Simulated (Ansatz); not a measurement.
Nudged elastic band run: Ba16H

Input file:

```yaml
crystal:
  lattice:
    - [10.04, 0.0, 0.0]
    - [0.0, 10.04, 0.0]
    - [0.0, 0.0, 10.04]
  atoms:
    - { symbol: Ba, position: [0.00679144, 0.00065643, 0.003736] }
    - { symbol: Ba, position: [0.49308713, 0.00065704, 0.00373803] }
    - { symbol: Ba, position: [0.01923021, 0.50070284, -0.00077562] }
    - { symbol: Ba, position: [-0.0059666, 0.0006548, 0.49318979] }
    - { symbol: Ba, position: [0.24993325, 0.27027342, 0.25023548] }
    - { symbol: Ba, position: [0.48063582, 0.50070285, -0.00077232] }
    - { symbol: Ba, position: [0.50584442, 0.00065498, 0.49319076] }
    - { symbol: Ba, position: [0.74993714, 0.25749287, 0.24600657] }
    - { symbol: Ba, position: [-0.00722964, 0.50064876, 0.51127615] }
    - { symbol: Ba, position: [0.24993323, 0.73114275, 0.250277] }
    - { symbol: Ba, position: [0.24993821, 0.24350645, 0.73851743] }
    - { symbol: Ba, position: [0.50710395, 0.50064876, 0.51127321] }
    - { symbol: Ba, position: [0.74993786, 0.74378394, 0.24602792] }
    - { symbol: Ba, position: [0.74993748, 0.24457658, 0.75647132] }
    - { symbol: Ba, position: [0.24993847, 0.75781387, 0.73848674] }
    - { symbol: Ba, position: [0.74993748, 0.75670755, 0.75648636] }
    - { symbol: H, position: [0.24993036, 0.5007401, 0.1244909] }
basis:
  ecutwfc: 420.0
kpoints:
  mp_grid: { grid: [2, 2, 2] }
hamiltonian:
  xc: pbe
scf:
  occupations: { method: gaussian, width: 0.1 }
  lower_state_search: "off"
  max_iter: 99
neb:
  images: 3
  f_tol: 0.05
  max_iterations: 50
  order_check: false
  spring: 50.0
  optimiser: fire
  final_atoms:
    - { symbol: Ba, position: [0.00768824, 0.00049974, -0.0067794] }
    - { symbol: Ba, position: [0.49543858, 0.00050777, 0.00768714] }
    - { symbol: Ba, position: [-0.01233518, 0.50050881, -0.0079388] }
    - { symbol: Ba, position: [0.00768544, 0.00050066, 0.50653594] }
    - { symbol: Ba, position: [0.24888466, 0.2712681, 0.24987157] }
    - { symbol: Ba, position: [0.50123498, 0.5005293, 0.02057087] }
    - { symbol: Ba, position: [0.49543623, 0.00050814, 0.49206775] }
    - { symbol: Ba, position: [0.76236798, 0.24267669, 0.24987678] }
    - { symbol: Ba, position: [-0.0123333, 0.5005093, 0.50769202] }
    - { symbol: Ba, position: [0.24887093, 0.72980524, 0.24987211] }
    - { symbol: Ba, position: [0.25462076, 0.25833954, 0.74987681] }
    - { symbol: Ba, position: [0.50123122, 0.50052978, 0.4791679] }
    - { symbol: Ba, position: [0.76237768, 0.75833924, 0.2498772] }
    - { symbol: Ba, position: [0.74240177, 0.24382148, 0.74987797] }
    - { symbol: Ba, position: [0.25461326, 0.74266968, 0.74987725] }
    - { symbol: Ba, position: [0.74238914, 0.75718211, 0.74987885] }
    - { symbol: H, position: [0.3751392, 0.50058246, 0.24985891] }
```

Command:

```bash
$ ansatz run input.yaml --threads 4 --pin off --max-ram 10240MiB --backend cpu --events-out ev --progress --plain --runs-dir out
```

Output, in part (warnings, iteration lines):

```
NEB end point (image 0): max|allowed force component| = 3.921e-3 eV/Å (the criterion of neb.relax_end_points is 1.000e-2)
NEB end point (image 4): max|allowed force component| = 1.715e-2 eV/Å (the criterion of neb.relax_end_points is 1.000e-2)
NEB iter   1: max|band force component| = 2.140e-1 eV/Å  barrier→ = 0.1829 eV  barrier← = 0.1826 eV  CI = image 2  Δτ_max = 0.0032 Å  (35 SCF iters)
NEB iter   2: max|band force component| = 2.042e-1 eV/Å  barrier→ = 0.1811 eV  barrier← = 0.1809 eV  CI = image 2  Δτ_max = 0.0063 Å  (12 SCF iters)
NEB iter   3: max|band force component| = 1.852e-1 eV/Å  barrier→ = 0.1780 eV  barrier← = 0.1778 eV  CI = image 2  Δτ_max = 0.0091 Å  (13 SCF iters)
NEB iter   4: max|band force component| = 1.587e-1 eV/Å  barrier→ = 0.1740 eV  barrier← = 0.1738 eV  CI = image 2  Δτ_max = 0.0114 Å  (15 SCF iters)
NEB iter   5: max|band force component| = 1.267e-1 eV/Å  barrier→ = 0.1699 eV  barrier← = 0.1696 eV  CI = image 2  Δτ_max = 0.0132 Å  (15 SCF iters)
NEB iter   6: max|band force component| = 9.134e-2 eV/Å  barrier→ = 0.1661 eV  barrier← = 0.1658 eV  CI = image 2  Δτ_max = 0.0142 Å  (15 SCF iters)
NEB iter   7: max|band force component| = 7.002e-2 eV/Å  barrier→ = 0.1631 eV  barrier← = 0.1628 eV  CI = image 2  Δτ_max = 0.0159 Å  (15 SCF iters)
NEB iter   8: max|band force component| = 6.522e-2 eV/Å  barrier→ = 0.1608 eV  barrier← = 0.1605 eV  CI = image 2  Δτ_max = 0.0164 Å  (16 SCF iters)
NEB iter   9: max|band force component| = 5.718e-2 eV/Å  barrier→ = 0.1591 eV  barrier← = 0.1588 eV  CI = image 2  Δτ_max = 0.0191 Å  (16 SCF iters)
NEB iter  10: max|band force component| = 5.813e-2 eV/Å  barrier→ = 0.1574 eV  barrier← = 0.1571 eV  CI = image 2  Δτ_max = 0.0221 Å  (16 SCF iters)
NEB iter  11: max|band force component| = 6.362e-2 eV/Å  barrier→ = 0.1549 eV  barrier← = 0.1546 eV  CI = image 2  Δτ_max = 0.0241 Å  (16 SCF iters)
NEB iter  12: max|band force component| = 6.080e-2 eV/Å  barrier→ = 0.1512 eV  barrier← = 0.1509 eV  CI = image 2  Δτ_max = 0.0255 Å  (16 SCF iters)
NEB iter  13: max|band force component| = 7.330e-2 eV/Å  barrier→ = 0.1467 eV  barrier← = 0.1465 eV  CI = image 2  Δτ_max = 0.0248 Å  (16 SCF iters)
NEB iter  14: max|band force component| = 3.951e-1 eV/Å  barrier→ = 0.1427 eV  barrier← = 0.1424 eV  CI = image 2  Δτ_max = 0.0488 Å  (16 SCF iters)
NEB iter  15: max|band force component| = 1.679e0 eV/Å  barrier→ = 0.1401 eV  barrier← = 0.1398 eV  CI = image 2  Δτ_max = 0.0379 Å  (18 SCF iters)
NEB iter  16: max|band force component| = 7.169e-1 eV/Å  barrier→ = 0.1398 eV  barrier← = 0.1396 eV  CI = image 2  Δτ_max = 0.0042 Å  (13 SCF iters)
NEB iter  17: max|band force component| = 4.512e-1 eV/Å  barrier→ = 0.1398 eV  barrier← = 0.1395 eV  CI = image 2  Δτ_max = 0.0068 Å  (11 SCF iters)
NEB iter  18: max|band force component| = 4.677e-2 eV/Å  barrier→ = 0.1397 eV  barrier← = 0.1394 eV  CI = image 2  Δτ_max = 0.1006 Å  (11 SCF iters)
NEB iter  19: max|band force component| = 1.913e0 eV/Å  barrier→ = 0.1316 eV  barrier← = 0.1313 eV  CI = image 2  Δτ_max = 0.0930 Å  (7 SCF iters)
NEB iter  20: max|band force component| = 8.378e-2 eV/Å  barrier→ = 0.1387 eV  barrier← = 0.1385 eV  CI = image 2  Δτ_max = 0.0565 Å  (19 SCF iters)
NEB iter  21: max|band force component| = 4.111e-2 eV/Å  barrier→ = 0.1309 eV  barrier← = 0.1306 eV  CI = image 2  Δτ_max = 0.0000 Å  (19 SCF iters)
```

The run converged. The band force fell under the threshold earlier too, but the program's further tests of the path sent the band on. The order of the stationary point at the top wasn't checked. Limits of this set-up: coarse k mesh, odd electron count without spin.

Final band (atoms are numbered from 1 in the order of the input):

```json
{"image": "0", "path coordinate (Å)": "0.00", "energy (eV)": "0.000", "Ba3–H17 (Å)": "2.64", "Ba12–H17 (Å)": "4.66"}
{"image": "1", "path coordinate (Å)": "0.58", "energy (eV)": "0.053", "Ba3–H17 (Å)": "2.81", "Ba12–H17 (Å)": "4.11"}
{"image": "2", "path coordinate (Å)": "1.16", "energy (eV)": "0.131", "Ba3–H17 (Å)": "3.41", "Ba12–H17 (Å)": "3.41"}
{"image": "3", "path coordinate (Å)": "1.74", "energy (eV)": "0.051", "Ba3–H17 (Å)": "4.13", "Ba12–H17 (Å)": "2.81"}
{"image": "4", "path coordinate (Å)": "2.33", "energy (eV)": "0.000", "Ba3–H17 (Å)": "4.67", "Ba12–H17 (Å)": "2.63"}
```

Time of the run: 7.1 min on 4 threads of Intel(R) Xeon(R) 6975P-C (Granite Rapids), on a shared host, peak memory 4.4 GiB.
